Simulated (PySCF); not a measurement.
## PtSF2: one-bond stretch

Level of theory: UPBE0 in PySCF with Pt def2-SVP with ECP60, S def2-SVP, F def2-SVP; scalar-relativistic core potentials, no spin–orbit coupling; density-fitted integrals.

Rigid scan from the triplet minimum (Pt–F 1.899 Å (×2), Pt–S 2.085 Å; F–Pt–F 158.9°, F–Pt–S 100.5° (×2)). Coordinate: the bond from Pt to the last atom (F) scaled, the rest fixed. Energies in kJ/mol from the minimum.

```json
{"scale of one bond": "0.92", "E (kJ/mol)": "39.0", "dipole size (D)": "1.24", "⟨S²⟩": "2.01"}
{"scale of one bond": "0.96", "E (kJ/mol)": "8.5", "dipole size (D)": "1.23", "⟨S²⟩": "2.01"}
{"scale of one bond": "1.00", "E (kJ/mol)": "0.0", "dipole size (D)": "1.38", "⟨S²⟩": "2.01"}
{"scale of one bond": "1.05", "E (kJ/mol)": "9.8", "dipole size (D)": "1.66", "⟨S²⟩": "2.01"}
{"scale of one bond": "1.12", "E (kJ/mol)": "45.7", "dipole size (D)": "2.11", "⟨S²⟩": "2.01"}
{"scale of one bond": "1.20", "E (kJ/mol)": "100.6", "dipole size (D)": "2.60", "⟨S²⟩": "2.01"}
{"scale of one bond": "1.35", "E (kJ/mol)": "201.5", "dipole size (D)": "2.84", "⟨S²⟩": "2.08"}
{"scale of one bond": "1.55", "E (kJ/mol)": "279.3", "dipole size (D)": "–", "⟨S²⟩": "2.20"}
{"scale of one bond": "1.80", "E (kJ/mol)": "320.6", "dipole size (D)": "–", "⟨S²⟩": "2.19"}
{"scale of one bond": "2.20", "E (kJ/mol)": "342.4", "dipole size (D)": "–", "⟨S²⟩": "2.15"}
```

Open d and f shells are described by one determinant, and the ground state may have another occupation or spin. No spin–orbit coupling is included, which matters more the heavier the element.
